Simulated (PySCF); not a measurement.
input.py for InN⁺

File input.py (PySCF 2.14):

```python
from pyscf import gto, dft

mol = gto.M(
    atom='In 0 0 0; N 0 0 2.252',
    basis='lanl2dz',
    ecp={'In': 'lanl2dz'},
    charge=1,
    spin=3,
    symmetry=True,
    verbose=4,
)
mf = dft.UKS(mol, xc='0.5*hf+0.5*b88,lyp')
mf.kernel()
mf.mulliken_pop()
mf.dip_moment()
print('orbital energies (hartree):', [e[max(0, n-3):n+3].round(4) for e, n in zip(mf.mo_energy, mol.nelec)])
```

```bash
$ OMP_NUM_THREADS=1 python input.py
```

Output (some set-up lines and the per-cycle HOMO/LUMO lines with their warnings removed):

```
PySCF version 2.14.0

[INPUT] Symbol           X                Y                Z      unit          X                Y                Z       unit  Magmom
[INPUT]  1 In     0.000000000000   0.000000000000   0.000000000000 AA    0.000000000000   0.000000000000   0.000000000000 Bohr   0.0
[INPUT]  2 N      0.000000000000   0.000000000000   2.252000000000 AA    0.000000000000   0.000000000000   4.255663232521 Bohr   0.0

nuclear repulsion = 4.93460098992895
point group symmetry = Coov
symmetry origin: [0.        0.        0.5319579]
symmetry axis x: [1. 0. 0.]
symmetry axis y: [0. 1. 0.]
symmetry axis z: [0. 0. 1.]
num. orbitals of irrep A1 = 9
num. orbitals of irrep E1x = 4
num. orbitals of irrep E1y = 4
number of shells = 9
number of NR pGTOs = 37
number of NR cGTOs = 17
basis = lanl2dz
ecp = {'In': 'lanl2dz'}

******** <class 'pyscf.dft.uks_symm.SymAdaptedUKS'> ********
method = SymAdaptedUKS
initial guess = minao
damping factor = 0
level_shift factor = 0
DIIS = <class 'pyscf.scf.diis.CDIIS'>
SCF conv_tol = 1e-09
SCF max_cycles = 50
number electrons alpha = 6  beta = 3
XC functionals = 0.5*hf+0.5*b88,lyp

grids dens level: 3
Freeze 0 electrons in irreps []
    9 free electrons in irreps A1 E1x E1y
tot grids = 35776
init E= -47.5979482607279

cycle= 1 E= -56.1213449179729  delta_E= -8.52  |g|= 0.156  |ddm|= 1.86
cycle= 2 E= -56.1739840939343  delta_E= -0.0526  |g|= 0.127  |ddm|= 0.565
cycle= 3 E= -56.1884432447694  delta_E= -0.0145  |g|= 0.0475  |ddm|= 0.177
cycle= 4 E= -56.1947271308594  delta_E= -0.00628  |g|= 0.0205  |ddm|= 0.144
cycle= 5 E= -56.1964203817739  delta_E= -0.00169  |g|= 0.00506  |ddm|= 0.103
cycle= 6 E= -56.1965357998503  delta_E= -0.000115  |g|= 0.002  |ddm|= 0.0271
cycle= 7 E= -56.1965521452456  delta_E= -1.63e-05  |g|= 0.000328  |ddm|= 0.0138
cycle= 8 E= -56.196552380885  delta_E= -2.36e-07  |g|= 5.08e-05  |ddm|= 0.00134
cycle= 9 E= -56.196552389268  delta_E= -8.38e-09  |g|= 9.1e-06  |ddm|= 0.000315
cycle= 10 E= -56.1965523894317  delta_E= -1.64e-10  |g|= 6.59e-07  |ddm|= 3.45e-05
Extra cycle  E= -56.1965523894324  delta_E= -6.89e-13  |g|= 2.98e-07  |ddm|= 1.46e-06
converged SCF energy = -56.1965523894324  <S^2> = 3.7721119  2S+1 = 4.0110407
 ** Mulliken pop       alpha | beta **
pop of  0 In 5s        0.20127 | 0.18900
pop of  0 In 6s        0.77362 | 0.68547
pop of  0 In 5px       0.00963 | 0.00000
pop of  0 In 5py       0.00963 | 0.00000
pop of  0 In 5pz       0.10781 | 0.02556
pop of  0 In 6px       0.00158 | 0.00000
pop of  0 In 6py       0.00158 | 0.00000
pop of  0 In 6pz      -0.00184 | 0.00032
pop of  1 N 1s        0.99960 | 0.99981
pop of  1 N 2s        0.54023 | 0.46256
pop of  1 N 3s        0.45304 | 0.51295
pop of  1 N 2px       0.76649 | 0.00000
pop of  1 N 2py       0.76649 | 0.00000
pop of  1 N 2pz       0.73321 | 0.07146
pop of  1 N 3px       0.22230 | 0.00000
pop of  1 N 3py       0.22230 | 0.00000
pop of  1 N 3pz       0.19306 | 0.05287
In total             6.00000 | 3.00000
 ** Mulliken atomic charges   ( Nelec_alpha | Nelec_beta ) **
charge of  0In =      0.99638  (     1.10328      0.90035 )
charge of  1N =      0.00362  (     4.89672      2.09965 )

WARN: System has nonzero charge 1; the dipole moment is origin-dependent.
Location of origin: [0. 0. 0.]

Dipole moment(X, Y, Z, Debye):  0.00000,  0.00000,  1.07603
orbital energies (hartree): [array([-0.6787, -0.6787, -0.5512, -0.2517, -0.2517, -0.1838]), array([-15.1   ,  -0.9575,  -0.5779,  -0.318 ,  -0.3008,  -0.3008])]
```

In short: E(SCF) = -56.196552 Eh, 10 cycles, ⟨S²⟩ = 3.772.

It ran on Intel Xeon 6975P-C (1 thread, shared host) in 0.8 s, peak memory 0.14 GiB.

The bond length is a typed value, not an optimised one. The dipole of an ion depends on the origin. No search for the lowest solution was made.
